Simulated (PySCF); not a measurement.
## Ne²⁺: excitation energy

Ne²⁺ [He] 2s2 2p4 (3P) → Ne²⁺ [He] 2s2 2p3 3s1, s spin flipped, as a difference of total energies. Calculation: PySCF 2.14, in aug-cc-pVTZ with one added diffuse shell each of s, p, d, f type (6s5p4d3f, 62 functions); no relativity, point nucleus. Correlated levels: valence: 1s2 frozen. The calculations carry no spin-orbit coupling.

```tsv
method	excitation energy (eV)
UHF	38.346
MP2 (valence)	39.214
SCS-MP2 (valence)	39.339
```

How much does correlation contribute at MP2 (valence)?

39.214 − (38.346) = 0.868 eV, measured against UHF.

The upper determinant mixes two multiplicities, so it lies between the two terms.

The promoted electron is Rydberg-like, and one or two diffuse shells describe it only roughly, which tends to raise the upper state.

The coupled-cluster amplitudes are large for the upper state (T1 above 0.03 or a double amplitude above 0.15), so a single reference is strained.
